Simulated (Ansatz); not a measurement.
Harmonic vibrations of BiH2Cl by finite differences.

```yaml
crystal:
  periodic: [false, false, false]
  atoms:
    - {symbol: Bi, position_ang: [0.060693, 0.117274, 0.829504]}
    - {symbol: H, position_ang: [1.549940, 0.125856, -0.166895]}
    - {symbol: H, position_ang: [-0.614857, 1.425091, -0.192224]}
    - {symbol: Cl, position_ang: [-0.995776, -1.668221, -0.470385]}
basis:
  gaussian: {orbitals: def2-TZVP}
hamiltonian: {xc: pbe0, dispersion: d4}
scf: {omitted_lower_state_checks: [starts]}
phonons: {temperatures: {t_min: 298.15, t_max: 900, t_step: 200}}
```

```sh
$ ansatz run in.yaml --threads 4 --pin off --events-out ev --progress --plain --max-ram 3916MiB
```

It prints (some lines left out):

```
Functional definition: PBE0
mean field -18392.58593392 eV, -675.9150661289 hartree, gradient 2.6e-5 eV, S^2 0.000000; 0 other end points of the search recorded, 0 dependent functions left out
mean field -18392.58589490 eV, -675.9150646952 hartree, gradient 2.5e-6 eV, S^2 0.000000; 0 other end points of the search recorded, 0 dependent functions left out
mean field -18392.58588841 eV, -675.9150644564 hartree, gradient 2.5e-6 eV, S^2 0.000000; 0 other end points of the search recorded, 0 dependent functions left out
mean field -18392.58589692 eV, -675.9150647693 hartree, gradient 2.5e-6 eV, S^2 0.000000; 0 other end points of the search recorded, 0 dependent functions left out
mean field -18392.58588540 eV, -675.9150643459 hartree, gradient 2.5e-6 eV, S^2 0.000000; 0 other end points of the search recorded, 0 dependent functions left out
mean field -18392.58591889 eV, -675.9150655765 hartree, gradient 2.5e-6 eV, S^2 0.000000; 0 other end points of the search recorded, 0 dependent functions left out
mean field -18392.58585258 eV, -675.9150631397 hartree, gradient 2.5e-6 eV, S^2 0.000000; 0 other end points of the search recorded, 0 dependent functions left out
mean field -18392.58593408 eV, -675.9150661348 hartree, gradient 2.5e-6 eV, S^2 0.000000; 0 other end points of the search recorded, 0 dependent functions left out
mean field -18392.58587906 eV, -675.9150641130 hartree, gradient 2.5e-6 eV, S^2 0.000000; 0 other end points of the search recorded, 0 dependent functions left out
mean field -18392.58594280 eV, -675.9150664554 hartree, gradient 2.5e-6 eV, S^2 0.000000; 0 other end points of the search recorded, 0 dependent functions left out
mean field -18392.58591792 eV, -675.9150655410 hartree, gradient 2.5e-6 eV, S^2 0.000000; 0 other end points of the search recorded, 0 dependent functions left out
mean field -18392.58591148 eV, -675.9150653046 hartree, gradient 2.5e-6 eV, S^2 0.000000; 0 other end points of the search recorded, 0 dependent functions left out
mean field -18392.58592700 eV, -675.9150658747 hartree, gradient 2.5e-6 eV, S^2 0.000000; 0 other end points of the search recorded, 0 dependent functions left out
mean field -18392.58592320 eV, -675.9150657352 hartree, gradient 2.5e-6 eV, S^2 0.000000; 0 other end points of the search recorded, 0 dependent functions left out
mean field -18392.58592694 eV, -675.9150658727 hartree, gradient 2.5e-6 eV, S^2 0.000000; 0 other end points of the search recorded, 0 dependent functions left out
mean field -18392.58594293 eV, -675.9150664602 hartree, gradient 2.5e-6 eV, S^2 0.000000; 0 other end points of the search recorded, 0 dependent functions left out
mean field -18392.58588192 eV, -675.9150642180 hartree, gradient 2.5e-6 eV, S^2 0.000000; 0 other end points of the search recorded, 0 dependent functions left out
mean field -18392.58591042 eV, -675.9150652654 hartree, gradient 2.5e-6 eV, S^2 0.000000; 0 other end points of the search recorded, 0 dependent functions left out
mean field -18392.58592692 eV, -675.9150658718 hartree, gradient 2.5e-6 eV, S^2 0.000000; 0 other end points of the search recorded, 0 dependent functions left out
mean field -18392.58589618 eV, -675.9150647422 hartree, gradient 2.5e-6 eV, S^2 0.000000; 0 other end points of the search recorded, 0 dependent functions left out
mean field -18392.58595396 eV, -675.9150668654 hartree, gradient 2.5e-6 eV, S^2 0.000000; 0 other end points of the search recorded, 0 dependent functions left out
mean field -18392.58586345 eV, -675.9150635395 hartree, gradient 2.5e-6 eV, S^2 0.000000; 0 other end points of the search recorded, 0 dependent functions left out
mean field -18392.58596088 eV, -675.9150671197 hartree, gradient 2.5e-6 eV, S^2 0.000000; 0 other end points of the search recorded, 0 dependent functions left out
mean field -18392.58590524 eV, -675.9150650750 hartree, gradient 2.5e-6 eV, S^2 0.000000; 0 other end points of the search recorded, 0 dependent functions left out
mean field -18392.58593951 eV, -675.9150663345 hartree, gradient 2.5e-6 eV, S^2 0.000000; 0 other end points of the search recorded, 0 dependent functions left out
Total energy: -18392.65452014 eV, -675.9175866261 hartree
Atom 0 at     0.060693     0.117274     0.829504 Å, force     0.000552     0.000955     0.010389 eV/Å
Atom 1 at     1.549940     0.125856    -0.166895 Å, force     0.007875     0.003924    -0.002690 eV/Å
Atom 2 at    -0.614857     1.425091    -0.192224 Å, force    -0.000228     0.008959    -0.002844 eV/Å
Atom 3 at    -0.995776    -1.668221    -0.470385 Å, force    -0.008200    -0.013838    -0.004855 eV/Å
Dipole moment:     0.248382     0.423464     0.494233 e Å
Vibrations: 330.17 558.37 573.10 773.92 1824.53 1831.59 cm⁻¹, zero-point energy 0.365237 eV
Checks for a lower state left out: starts
```

Hardware: 4 threads of Arm Neoverse V2 on a shared host. Wall time 14 s.

In the def2 sets Bi takes a core potential; there is no spin–orbit coupling.
